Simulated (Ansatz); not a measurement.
Ansatz (a first-principles code) input:

Ansatz 0.2 input:
```yaml
crystal:
  periodic: [false, false, false]
  atoms:
    - {symbol: Cd, position_ang: [0.29017189, 0.00121112, -0.04132036]}
    - {symbol: F, position_ang: [-0.94757699, 1.37515812, -1.06981703]}
    - {symbol: F, position_ang: [-0.60000641, -1.38161743, 1.29019226]}
basis:
  gaussian:
    orbitals: def2-TZVPD
hamiltonian:
  xc: {name: BHLYP}
total_charge: -1
magnetization: {spin_polarized: true, initial_magnetization: 1}
output: {forces: true}
```

Question: What final total energy does it print?

Answer: -367.45738 Eh (BHLYP/def2-TZVPD). The basis has 120 functions.

The spin state was set by rule; other spins were not relaxed.
